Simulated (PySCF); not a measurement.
## Computed spin Hamiltonian

Compound: C6H11O (doublet state).
Z-matrix (Å and degrees, GFN2-xTB geometry), rows numbered from 1:
```
O 
C   1  1.4091
C   2  1.5544  1  111.90
C   3  1.4771  2  110.32  1   -67.40
C   4  1.4787  3  116.40  2   -54.29
C   5  1.5440  4  109.25  3    55.35
C   6  1.5246  5  110.23  4   -55.34
H   1  0.9630  2  108.95  3   -49.04
H   2  1.1053  1  109.33  3   120.00
H   3  1.0928  2  109.41  1    55.75
H   3  1.0963  2  106.38  1   172.39
H   4  1.0758  3  119.79  2   103.60
H   5  1.0903  4  111.33  3   176.95
H   5  1.0967  4  110.32  3   -62.75
H   6  1.0915  5  109.92  4  -176.74
H   6  1.0904  5  109.20  4    64.17
H   7  1.0919  2  108.86  1  -172.58
H   7  1.0915  2  108.40  1   -54.70
```

The hyperfine couplings belong to this conformer and change with its torsions.

Identity: `O[C@@H]1C[CH]CCC1` [radical].

Theory: UKS B3LYP, pcH-1 on C H O, non-relativistic, mean-field spin-orbit, GIAO in PySCF. Isolated species at its GFN2-xTB geometry (one conformer only). A GFN2-xTB geometry isn't a minimum of the functional, and hyperfine couplings can be far from their values at a DFT geometry. No stability test was run, so a lower SCF solution isn't excluded.

| Quantity | Value |
| --- | --- |
| g1, g2, g3 | 2.00220, 2.00280, 2.00320 |
| g_iso | 2.00273 |
| Form of g | rhombic: the two nearest values differ by 40 % of g3 − g1 |
| ⟨S²⟩ | 0.7538 (exact 0.7500) |
| HOMO–LUMO gap, α and β orbitals | 5.96, 6.04 eV |
| Total energy | -310.45510 Eh |

Isotropic coupling and dipolar principal values T1 to T3, in G (MHz turned into gauss with g_iso; 10 G = 1 mT):

```
atom  isotope  a_iso     T1     T2    T3  Mulliken spin population
  O1      17O   -1.5   -0.2   -0.1   0.3                      0.00
  C2      13C   17.3   -2.4   -2.1   4.6                      0.05
  C3      13C  -11.1   -0.7   -0.4   1.1                     -0.08
  C4      13C   41.4  -28.1  -28.0  56.0                      1.02
  C5      13C  -10.6   -0.9   -0.2   1.1                     -0.08
  C6      13C   19.1   -2.1   -2.0   4.1                      0.05
  C7      13C   -1.2   -0.3   -0.2   0.5                      0.00
  H8       1H    0.7   -0.9   -0.6   1.5                      0.00
  H9       1H    1.8   -1.3   -0.6   1.9                      0.00
 H10       1H    1.5   -1.8   -1.3   3.2                      0.00
 H11       1H   28.5   -1.8   -1.6   3.4                      0.04
 H12       1H  -20.4  -13.5    0.0  13.5                     -0.04
 H13       1H    1.8   -1.9   -1.3   3.2                      0.00
 H14       1H   25.2   -1.7   -1.7   3.4                      0.03
 H15       1H    4.4   -1.2   -0.6   1.9                      0.01
 H16       1H   -1.4   -1.8   -0.7   2.5                      0.00
 H17       1H    0.2   -0.6   -0.5   1.2                      0.00
 H18       1H    3.2   -0.5   -0.4   0.9                      0.00
```

The Mulliken spin populations are largest on C4 (+1.02), C3 (-0.08) and C5 (-0.08). No atom but C4 exceeds +0.15. The positive populations add up to 1.21 and the negative ones to -0.21, together 2S = 1. The angles at C4 add up to 356.1°, so it is nearly planar; its axial dipolar tensor and the negative coupling of its proton fit spin in a p orbital normal to that plane.

Under fast tumbling the dipolar parts average out, and these isotropic splittings remain (the largest six): 1 × 1H (H11, I = 1/2, 2 lines) with 2.85 mT, 1 × 1H (H14, I = 1/2, 2 lines) with 2.52 mT, 1 × 1H (H12, I = 1/2, 2 lines) with 2.04 mT, 1 × 1H (H15, I = 1/2, 2 lines) with 0.44 mT, 1 × 1H (H18, I = 1/2, 2 lines) with 0.32 mT and 1 × 1H (H13, I = 1/2, 2 lines) with 0.18 mT.

The 13C coupling of C4 (116.0 MHz) shows only in satellite lines or after enrichment, since that isotope makes up about 1.07 % of natural carbon.
